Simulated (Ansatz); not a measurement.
GeCl2, relaxed as a singlet with RKS PBE-D4/def2-TZVP in Ansatz, starting from the GFN2-xTB geometry. Force threshold 0.02 eV/Å.

Start:

Cartesian coordinates in Å:
```
Ge 0.4290 -0.7766 0.2830
Cl -0.3775 0.8708 1.4284
Cl -0.0515 -0.0942 -1.7114
```

Question: Estimate the energy that the relaxation releases and the steps that it takes.

Answer: 0.03 eV, in 3 steps; 2.1 s on 2 threads of AMD EPYC 7R13 on a shared host. No frequencies were taken in this run, so the end may be a saddle point.

Question: Does the start keep its bonding and symmetry?

Answer: By distances, no bond broke or formed. The bond that changes most is Ge1–Cl3, from 2.16 to 2.21 Å (atoms count from 1). Point group C2v at the start, C2v at the end, both within 0.05 Å.

Question: Predict the relaxed structure.

Answer: 
```xyz
3

Ge    0.4329   -0.7836    0.2857
Cl   -0.3839    0.8876    1.4706
Cl   -0.0489   -0.1040   -1.7563
```
Bond lengths: 2 × Cl–Ge 2.21 Å.
